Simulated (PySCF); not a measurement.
C5H9Cl2 (doublet state).
Cartesian coordinates in Å at the GFN2-xTB level; atoms count from 1:
```
atom  x, y, z in Å
C1    -0.6040    1.3355    0.7441
C2    -0.5291    0.2638   -0.2663
C3    -1.8520   -0.5342   -0.3120
C4     0.6273   -0.7036    0.0301
C5     1.9657    0.0050   -0.0391
Cl6    3.2670   -1.0401    0.5809
Cl7    2.3525    0.4706   -1.7121
H8    -1.0498    2.2796    0.5020
H9    -0.3810    1.1269    1.7729
H10   -0.3822    0.7052   -1.2581
H11   -1.8073   -1.2896   -1.0924
H12   -2.6826    0.1349   -0.5185
H13   -2.0280   -1.0224    0.6432
H14    0.6176   -1.5328   -0.6788
H15    0.5089   -1.1109    1.0363
H16    1.9694    0.9211    0.5564
```

The hyperfine couplings belong to this conformer and change with its torsions.

As a line formula: `[CH2][C@H](C)CC(Cl)Cl` [radical].

Method used: UKS B3LYP, pcH-1 on C Cl H, non-relativistic, mean-field spin-orbit, GIAO (PySCF). One conformer (not necessarily the lowest) at the GFN2-xTB geometry, without solvent, vibrations or thermal averaging. Couplings are sensitive to structure, and on GFN2-xTB geometries they can be far from those on DFT ones. The SCF solution wasn't tested for stability.

Principal values of hyperfine tensors in MHz (contact, dipolar and spin–orbit terms together), for some of the nuclei:

| atom | isotope | A1 | A2 | A3 |
| --- | --- | --- | --- | --- |
| C1 | 13C | 12.72 | 13.34 | 254.27 |
| C3 | 13C | 82.93 | 83.10 | 101.00 |
| H9 | 1H | -99.74 | -60.68 | -21.53 |
| H10 | 1H | 29.11 | 29.95 | 44.13 |
| C2 | 13C | -32.98 | -30.56 | -28.22 |
| H11 | 1H | 20.13 | 22.07 | 29.21 |
| C4 | 13C | 9.83 | 10.25 | 15.85 |
| C5 | 13C | 4.43 | 5.94 | 8.41 |

**Question.** Split each tensor into its isotropic and traceless parts, and turn a_iso into mT with g = 2.0027.

**Answer.** a_iso = (A1 + A2 + A3)/3, Ti = Ai − a_iso; 1 mT corresponds to 28.031 MHz. The tensors hold a spin–orbit part: the run splits a_iso into a_FC + a_SO, and T includes its anisotropic share.

```
atom  a_iso (MHz)    a_FC   a_SO  a_iso (mT)      T1      T2      T3
  C1        93.45   93.55  -0.10       3.334  -80.73  -80.10  160.83
  C3        89.01   89.02  -0.01       3.175   -6.08   -5.91   11.99
  H9       -60.65  -60.67   0.02      -2.164  -39.09   -0.03   39.12
 H10        34.40   34.39   0.00       1.227   -5.28   -4.45    9.73
  C2       -30.58  -30.60   0.01      -1.091   -2.39    0.03    2.37
 H11        23.80   23.80   0.00       0.849   -3.67   -1.73    5.41
  C4        11.98   11.98   0.00       0.427   -2.15   -1.73    3.87
  C5         6.26    6.25   0.01       0.223   -1.83   -0.32    2.15
```

**Question.** What spin density at the nucleus of C1 lies behind its contact coupling (g_N = 1.40482)?

**Answer.** a_FC = 800.24 MHz bohr³ × g_N × ρ(0)/(2S). With a_FC = 93.55 MHz and 2S = 1, ρ(0) = 0.08321 bohr⁻³.

**Question.** H8 (1H, g_N = 5.58569) isn't in the table. Its spin density at the nucleus is -0.01387 bohr⁻³. What is its contact coupling?

**Answer.** By the same relation, a_FC = -62.0 MHz. Its full tensor has the principal values -101.02, -62.18, -22.81 MHz.

**Question.** Name the largest traceless tensor T of the table and describe it.

**Answer.** C1: -80.7, -80.1, 160.8 MHz, axial, in the ratio −1:−1:+2, the form that spin in one p orbital centred on that nucleus gives.

**Question.** In a single crystal, with the field along each principal axis of the tensor of C1 in turn, what first-order splitting does this nucleus give (isotropic g, quadrupole terms neglected)?

**Answer.** 2 lines (I = 1/2), spaced by |A_i|/(g × 13.996): 0.45, 0.48, 9.07 mT along the axes of A1, A2 and A3.
